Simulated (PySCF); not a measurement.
C₂H₉FOSi₂, SMILES C[SiH2]CO[SiH2]F.

The structure is a stationary point at r2SCAN-D4/def2-SVP. This is a generated structure with no PubChem entry under its InChIKey; it may be hypothetical. Other conformers were not sampled.

Two levels are set side by side: PBE/def2-TZVP (PySCF) and M06-2X/def2-TZVP (PySCF). Same geometry, gas phase. Differences are taken from unrounded values.

```csv
quantity,M06-2X
orbital gap (eV),10.78
highest occupied level (eV),-9.56
lowest empty level (eV),1.21
dipole moment (D),0.95
mean polarisability (bohr³),77.1
```

Q: What does PBE give, and how far is it from M06-2X? (Estimate from the structure and the level; the computed values follow.)

A: 
```csv
quantity,PBE,PBE minus M06-2X
orbital gap (eV),6.50,-4.28
highest occupied level (eV),-6.91,2.66
lowest empty level (eV),-0.41,-1.62
dipole moment (D),0.71,-0.24
mean polarisability (bohr³),82.0,4.9
```

PBE's occupied levels lie high since its potential decays too fast outside the molecule; exact exchange lowers them and widens the gap. PBE's more diffuse valence density responds more strongly to a field. Differences between two approximate levels are no errors against the true value.

Rough cost on one machine, each run with all the roots and properties that it gave: M06-2X against PBE about 3 times.
